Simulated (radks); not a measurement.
Problem. Excited configurations of Sm II: one electron is placed in a higher orbital outside [Xe] 4f6. The ground configuration is [Xe] 4f6 6s1. Method: Dirac Kohn-Sham, PBEsol, spin-unpolarised, spherical densities, point nucleus; open shells fill j = l - 1/2 first; computed with a radial shooting solver on a logarithmic mesh with Libxc functionals. Excitation = E - E(ground); binding = E(ion) - E, where the ion is the core of charge +2; n* = 2/sqrt(2 binding) in atomic units, and the quantum defect is n - n*.

| outer orbital | excitation (eV) | binding (eV) | n* | quantum defect | eigenvalue (eV) | <r> (bohr) |
|---|---|---|---|---|---|---|
| 5d3/2 | 1.253 | 9.723 | 2.366 | 2.634 | -6.046 | 2.941 |
| 5f5/2 | 7.508 | 3.469 | 3.961 | 1.039 | -2.468 | 8.795 |
| 6p1/2 | 2.898 | 8.079 | 2.595 | 3.405 | -6.088 | 4.803 |
| 6d3/2 | 6.321 | 4.656 | 3.419 | 2.581 | -3.488 | 7.621 |
| 6f5/2 | 8.646 | 2.331 | 4.832 | 1.168 | -1.769 | 15.03 |
| 7s1/2 | 5.657 | 5.320 | 3.198 | 3.802 | -4.205 | 7.961 |
| 7d3/2 | 8.117 | 2.860 | 4.362 | 2.638 | -2.231 | 13.39 |
| 7f5/2 | 9.312 | 1.665 | 5.717 | 1.283 | -1.302 | 22.59 |

Estimate the row for 7p1/2.

Solution. excitation (eV) 6.648; binding (eV) 4.329; n* 3.546; quantum defect 3.454; eigenvalue (eV) -3.381; <r> (bohr) 9.354. The Delta-SCF ionisation energy is 10.977 eV (NIST Atomic Spectra Database: 11.08 eV, semi-empirical). Self-interaction in the functional shifts the binding energies and quantum defects, so they are the method's values and not measured ones. Spin polarisation and multiplet splitting are left out, so open shells lie too high by an amount that depends on their filling.

Beside tabulated values, note that spin-unpolarised runs miss the spin-polarisation part of the exchange energy of open shells.
